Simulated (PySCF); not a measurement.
C2H5O2, SMILES OC[CH]O, multiplicity 2.

Geometry optimised at PBE-D3(BJ)/def2-SVP. The isomer is the one that the SMILES or the coordinates give; other isomers of the formula were not compared. Other conformers were not sampled.

These are PBE-D3(BJ)/def2-SVP in PySCF 2.14.0 values and carry that method's errors.

Frequencies are harmonic and unscaled.

Question: List the normal modes with their intensities. (The exact figures need the calculation; the answer reports its results.)

Answer: 
| mode | ν (cm⁻¹) | IR (km/mol) | moving atoms (share of kinetic energy) |
|---|---|---|---|
| 1 | 110 | 3.2 | O 52 %, H 32 %, C 16 % |
| 2 | 267 | 71.7 | H 63 %, O 29 % |
| 3 | 345 | 48.7 | H 82 %, C 11 % |
| 4 | 365 | 107.7 | H 65 %, O 26 %, C 9 % |
| 5 | 457 | 26.8 | H 68 %, C 22 %, O 10 % |
| 6 | 656 | 26.6 | C 53 %, H 25 %, O 22 % |
| 7 | 889 | 25.9 | H 44 %, C 38 %, O 17 % |
| 8 | 959 | 23.4 | C 49 %, H 43 % |
| 9 | 1046 | 103.6 | C 38 %, O 35 %, H 28 % |
| 10 | 1127 | 52.5 | H 95 % |
| 11 | 1175 | 36.5 | H 57 %, O 22 %, C 21 % |
| 12 | 1244 | 77.5 | H 57 %, C 25 %, O 18 % |
| 13 | 1298 | 8.3 | H 76 %, C 21 % |
| 14 | 1366 | 55.2 | H 75 %, C 19 % |
| 15 | 1408 | 9.8 | H 76 %, C 21 % |
| 16 | 1413 | 8.9 | H 62 %, C 35 % |
| 17 | 2773 | 106.8 | H 93 % |
| 18 | 3010 | 19.5 | H 92 % |
| 19 | 3068 | 34.6 | H 92 %, C 8 % |
| 20 | 3686 | 27.5 | H 94 % |
| 21 | 3734 | 73.9 | H 94 % |
